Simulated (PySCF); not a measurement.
## PySCF run on RbLi

File input.py (PySCF 2.14):

```python
from pyscf import gto, dft

mol = gto.M(
    atom='Rb 0 0 0; Li 0 0 3.345',
    basis='def2-tzvp',
    ecp={'Rb': 'def2-tzvp'},
    charge=0,
    spin=0,
    symmetry=True,
    verbose=4,
)
mf = dft.RKS(mol, xc='b3pw91')
mf.kernel()
mf.mulliken_pop()
mf.dip_moment()
print('orbital energies (hartree):', mf.mo_energy[..., max(0, mol.nelec[1]-3):mol.nelec[0]+3].round(4))
```

```bash
$ OMP_NUM_THREADS=1 python input.py
```

The log (some set-up lines and the per-cycle HOMO/LUMO lines with their warnings removed):

```
PySCF version 2.14.0

[INPUT] verbose = 4
[INPUT] num. atoms = 2
[INPUT] num. electrons = 12
[INPUT] charge = 0
[INPUT] spin (= nelec alpha-beta = 2S) = 0
[INPUT] symmetry True subgroup None
[INPUT] Mole.unit = angstrom
[INPUT] Symbol           X                Y                Z      unit          X                Y                Z       unit  Magmom
[INPUT]  1 Rb     0.000000000000   0.000000000000   0.000000000000 AA    0.000000000000   0.000000000000   0.000000000000 Bohr   0.0
[INPUT]  2 Li     0.000000000000   0.000000000000   3.345000000000 AA    0.000000000000   0.000000000000   6.321133886670 Bohr   0.0

nuclear repulsion = 4.27138555899552
point group symmetry = Coov
symmetry origin: [0.         0.         0.47408504]
symmetry axis x: [1. 0. 0.]
symmetry axis y: [0. 1. 0.]
symmetry axis z: [0. 0. 1.]
num. orbitals of irrep A1 = 21
num. orbitals of irrep E1x = 10
num. orbitals of irrep E1y = 10
num. orbitals of irrep E2x = 3
num. orbitals of irrep E2y = 3
number of shells = 21
number of NR pGTOs = 63
number of NR cGTOs = 47
basis = def2-tzvp
ecp = {'Rb': 'def2-tzvp'}

******** <class 'pyscf.dft.rks_symm.SymAdaptedRKS'> ********
method = SymAdaptedRKS
initial guess = minao
damping factor = 0
level_shift factor = 0
DIIS = <class 'pyscf.scf.diis.CDIIS'>
diis_start_cycle = 1
diis_space = 8
diis_damp = 0
SCF conv_tol = 1e-09
SCF conv_tol_grad = None
SCF max_cycles = 50
direct_scf = True
direct_scf_tol = 1e-13
XC library pyscf.dft.libxc version 7.0.0
    S. Lehtola, C. Steigemann, M. J.T. Oliveira, and M. A.L. Marques.,  SoftwareX 7, 1–5 (2018)
XC functionals = b3pw91
    A. D. Becke.,  J. Chem. Phys. 98, 5648 (1993)
radial grids:
    Treutler-Ahlrichs [JCP 102, 346 (1995); DOI:10.1063/1.469408] (M4) radial grids

becke partition: Becke, JCP 88, 2547 (1988); DOI:10.1063/1.454033
pruning grids: <function nwchem_prune>
grids dens level: 3
symmetrized grids: True
atomic radii adjust function: <function treutler_atomic_radii_adjust>
small_rho_cutoff = 0
Freeze 0 electrons in irreps []
    12 free electrons in irreps A1 E1x E1y E2x E2y
Set gradient conv threshold to 3.16228e-05
Initial guess from minao.
tot grids = 35632
init E= -28.9156215090421
cycle= 1 E= -31.5778784915826  delta_E= -2.66  |g|= 0.307  |ddm|= 2.51
cycle= 2 E= -31.608555096152  delta_E= -0.0307  |g|= 0.17  |ddm|=  1.8
cycle= 3 E= -31.6209729046074  delta_E= -0.0124  |g|= 0.0083  |ddm|= 0.549
cycle= 4 E= -31.6210707391669  delta_E= -9.78e-05  |g|= 0.00675  |ddm|= 0.104
cycle= 5 E= -31.6211206382634  delta_E= -4.99e-05  |g|= 0.00109  |ddm|= 0.0374
cycle= 6 E= -31.6211214921535  delta_E= -8.54e-07  |g|= 0.000183  |ddm|= 0.00653
cycle= 7 E= -31.6211215223504  delta_E= -3.02e-08  |g|= 2.37e-05  |ddm|= 0.00224
cycle= 8 E= -31.6211215227283  delta_E= -3.78e-10  |g|= 6.8e-06  |ddm|= 0.000157
Extra cycle  E= -31.6211215227548  delta_E= -2.65e-11  |g|= 4.28e-06  |ddm|= 8.14e-05
converged SCF energy = -31.6211215227548
 ** Mulliken pop  **
pop of  0 Rb 4s           0.03204
pop of  0 Rb 5s          -0.30869
pop of  0 Rb 6s           1.51168
pop of  0 Rb 7s           0.75760
pop of  0 Rb 8s           0.72099
pop of  0 Rb 9s           0.09032
pop of  0 Rb 4px          1.60679
pop of  0 Rb 4py          1.60679
pop of  0 Rb 4pz          1.60488
pop of  0 Rb 5px          0.38164
pop of  0 Rb 5py          0.38164
pop of  0 Rb 5pz          0.37866
[35 lines left out]
 ** Mulliken atomic charges  **
charge of    0Rb =      0.09538
charge of    1Li =     -0.09538
Dipole moment(X, Y, Z, Debye):  0.00000,  0.00000, -3.75098
orbital energies (hartree): [-0.6389 -0.6378 -0.1157 -0.0462 -0.0239 -0.0239]
```

In short: E(SCF) = -31.621122 Eh, 8 cycles, μz(SCF) = -3.75 D.

Hardware: Arm Neoverse N1, 1 thread, shared host. Wall time 2.4 s, peak memory 0.18 GiB.

Stability towards an unrestricted solution was not tested. The bond length is a typed value, not an optimised one.
